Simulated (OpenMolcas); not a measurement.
Mn4+ (d3) among equal point charges was computed by CASSCF with the d shell active (OpenMolcas, ANO-RCC-VTZP on the metal). Its lowest spin-free states, and all those of the highest spin:

```json
{"2S+1": "4", "Degeneracy": "3", "E (cm-1)": "0.0"}
{"2S+1": "4", "Degeneracy": "3", "E (cm-1)": "1184"}
{"2S+1": "4", "Degeneracy": "1", "E (cm-1)": "2662"}
{"2S+1": "2", "Degeneracy": "2", "E (cm-1)": "20705"}
{"2S+1": "2", "Degeneracy": "3", "E (cm-1)": "20845"}
{"2S+1": "4", "Degeneracy": "3", "E (cm-1)": "20858"}
{"2S+1": "2", "Degeneracy": "3", "E (cm-1)": "21183"}
{"2S+1": "2", "Degeneracy": "1", "E (cm-1)": "21576"}
{"2S+1": "2", "Degeneracy": "3", "E (cm-1)": "27168"}
{"2S+1": "2", "Degeneracy": "3", "E (cm-1)": "27548"}
{"2S+1": "2", "Degeneracy": "3", "E (cm-1)": "27775"}
{"2S+1": "2", "Degeneracy": "2", "E (cm-1)": "27809"}
```

Is the site octahedral, tetrahedral or cube-like, axial, or of lower symmetry?

The states with 2S+1 = 4 have orbital degeneracies 3, 3, 1, 3. Threefold states need a cubic site. For d3 at this spin an octahedron puts the single A2 below the threefold T2 and a tetrahedron or cube puts the threefold T1 below the threefold T2, so the site is a tetrahedron or a cube, which this pattern cannot tell apart. The run had Mn4+ among 4 point charges of -1 e arranged as a tetrahedron (Td), 1.62 Å from the ion.

An orbital triplet at a regular site is open to Jahn-Teller coupling, which can distort the site and quench the lowest spin-orbit gaps and is left out. Without dynamic correlation the repulsion within the d shell is too large (B by tens of per cent), so at a given field states of lower spin stand too high. The ground term spreads over less than 5000 cm-1, several times less than with real ligands, so orbital moments are less quenched and χT lies further from the spin-only value than at real sites. Point charges carry no covalency, so the field is a model and not that of real ligands. No measured value stands beside these numbers.
